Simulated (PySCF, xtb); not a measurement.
Te(NH2)(SH) (H₃NSTe), SMILES N[Te]S.

GFN2-xTB run with xtb at its own geometry gives an orbital gap of 3.70 eV and a dipole moment of 3.46 D.

Coordinates come from a B3LYP-D3(BJ)/def2-SVP optimisation. The def2 effective core potentials stand for the cores of Te; spin–orbit coupling is left out. One conformer was computed; it need not be the lowest.

### Question
What does CAM-B3LYP/def2-TZVPD run with PySCF give? (Estimate from the structure and the level; the computed values follow.)

### Answer
gap 7.01 eV (levels -7.75 and -0.74 eV), dipole 2.22 D.
